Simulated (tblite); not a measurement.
Compound: C6H10N2Si.
Atom-mapped SMILES: `[CH:1]#[C:2][C:3](=[CH2:4])[C@H:5]1[CH2:6][NH:7][SiH2:8][NH:9]1` (hydrogens: H10 on C1; H11, H12 on C4; H13 on C5; H14, H15 on C6; H16 on N7; H17, H18 on Si8; H19 on N9)

Structure used (GFN2-xTB), in Å, numbered top down from 1:
```
atom  x, y, z in Å
C1     3.3562    1.0072   -0.8644
C2     2.4397    0.2984   -0.5493
C3     1.3428   -0.5105   -0.1642
C4     1.3914   -1.8371   -0.2440
C5     0.1229    0.2517    0.3020
C6    -0.6381    0.8204   -0.9064
N7    -1.9929    1.0458   -0.4584
Si8   -2.4534   -0.0787    0.7610
N9    -0.8271   -0.5850    0.9995
H10    4.1652    1.6123   -1.1474
H11    2.2708   -2.3493   -0.5952
H12    0.5442   -2.4356    0.0423
H13    0.4552    1.0907    0.9355
H14   -0.5915    0.0963   -1.7332
H15   -0.1809    1.7558   -1.2448
H16   -2.6105    1.3647   -1.1858
H17   -3.2199   -1.2675    0.3726
H18   -3.1083    0.6886    1.8229
H19   -0.4758   -0.9590    1.8649
```

Calculated harmonic vibrations of the isolated species, GFN2-xTB (tblite), most abundant isotopes, no scaling. This tight-binding method is rough: wavenumbers can miss measured ones by several per cent, in bad cases by 10 to 20. Modes of hydrogen on silicon can be 10 to 20 % off. One conformer, not necessarily the lowest.

Harmonic wavenumbers (cm⁻¹): 34.6, 70.9, 125.5, 159.2, 191.1, 250.9, 298.1, 372.3, 421.7, 440.2, 481.1, 484.7, 552.9, 561.8, 572.5, 596.8, 658.8, 670.1, 707.0, 732.4, 816.7, 845.1, 872.9, 888.9, 893.2, 928.7, 997.1, 1022.2, 1102.8, 1147.9, 1169.8, 1214.1, 1224.3, 1263.5, 1303.7, 1324.7, 1364.1, 1385.9, 1494.9, 1675.1, 2202.2, 2247.3, 2253.3, 2819.2, 2852.7, 2933.3, 3108.7, 3141.0, 3393.3, 3481.4, 3484.4.

A = 3207, B = 849.2, C = 731.2 MHz; mass 138.061 u (most abundant isotopes); point group C1, symmetry number 1.

**Question.** Zero-point energy?

**Answer.** ½Σν̃ = 31618 cm⁻¹ = 378.23 kJ/mol.

**Question.** Give the ideal-gas entropy at 200 K and 1 bar in the rigid-rotor, harmonic-oscillator model (classical rotation).

**Answer.** Translation 162.01, rotation 118.32, vibration 78.08: S = 358.4 J/(mol K).

**Question.** And Cp and H(200 K) − H(0)?

**Answer.** Cp = 124.05 J/(mol K), of which vibrations give 90.79 (their classical limit is 51 R = 424.0); H(200 K) − H(0) = 15.18 kJ/mol without the zero-point energy, 8.52 from vibrations.

**Question.** What must be added to the electronic energy to get the Gibbs energy at 200 K and 1 bar?

**Answer.** ZPE + [H(200 K) − H(0)] − T·S = 378.23 + 15.18 − 71.68 = 321.73 kJ/mol.

**Question.** Which modes carry the vibrational entropy at 200 K?

**Answer.** 34.6 cm⁻¹: 19.90; 70.9 cm⁻¹: 14.00; 125.5 cm⁻¹: 9.44; 159.2 cm⁻¹: 7.63; 191.1 cm⁻¹: 6.29; 250.9 cm⁻¹: 4.45 J/(mol K); the other 45 give 16.37 together.

**Question.** How do the functions run with temperature in this model?

**Answer.** 
| T (K) | S (J/(mol K)) | Cp (J/(mol K)) | H − H(0) (kJ/mol) | G − H(0) (kJ/mol) | ln q(vib) |
| --- | --- | --- | --- | --- | --- |
| 100 | 292.0 | 74.7 | 5.31 | -23.89 | 1.79 |
| 300 | 418.5 | 174.9 | 30.16 | -95.38 | 6.90 |
| 500 | 527.7 | 253.6 | 73.58 | -190.25 | 12.38 |
| 800 | 663.5 | 323.1 | 161.12 | -369.70 | 20.32 |
| 1000 | 739.0 | 352.6 | 228.85 | -510.12 | 25.20 |

q(vib) and H(0) count from the zero-point level.

Hindered rotation and anharmonicity are outside this model. Other conformers, if any are populated, would add a mixing term that is left out. The structure is chiral; the term R ln 2 for an equal mix with its mirror image is left out.
